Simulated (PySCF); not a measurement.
# RuH₂ + 2 Cl₂ → RuCl₂ + 2 HCl

Level: PBE0 in the def2-TZVP basis family, computed in PySCF with density fitting; scalar-relativistic core potentials for atoms from Rb on, none lighter, no spin–orbit coupling; open shells unrestricted.

| species | state and structure | E (Eh) | ZPE (kJ/mol) | H(298 K) − H(0) (kJ/mol) | S° (J/(mol K)) |
| --- | --- | --- | --- | --- | --- |
| RuH₂ | triplet, C2v, Ru–H 1.559 Å (×2); H–Ru–H 75.0° | -95.99409 | 29.3 | 10.2 | 233.7 |
| Cl₂ | singlet, D∞h, Cl–Cl 1.982 Å | -920.08940 | 3.5 | 9.1 | 222.5 |
| RuCl₂ | quintet, D∞h, Ru–Cl 2.230 Å (×2) | -1015.07402 | 5.5 | 14.6 | 302.7 |
| HCl | singlet, C∞v, H–Cl 1.279 Å | -460.66440 | 17.9 | 8.7 | 186.6 |

What is the electronic reaction energy?

At PBE0/def2-TZVP, ΔE = -603.7 kJ/mol from the differences of the total energies times 2625.5, downhill. 

Add zero-point, thermal and entropy terms for 298.15 K and 1 bar.

ΔZPE = 5.0 and Δ[H(298) − H(0)] = 3.6 kJ/mol give ΔH° = -595.1 kJ/mol. ΔS° = -2.8 J/(mol K), so ΔG° = -595.1 − 298.15 × (-0.0028) = -594 kJ/mol.

Open d or f shells are single determinants, so the state found may not be the ground state. The structures come from searches over a few start shapes, so lower isomers are not excluded.
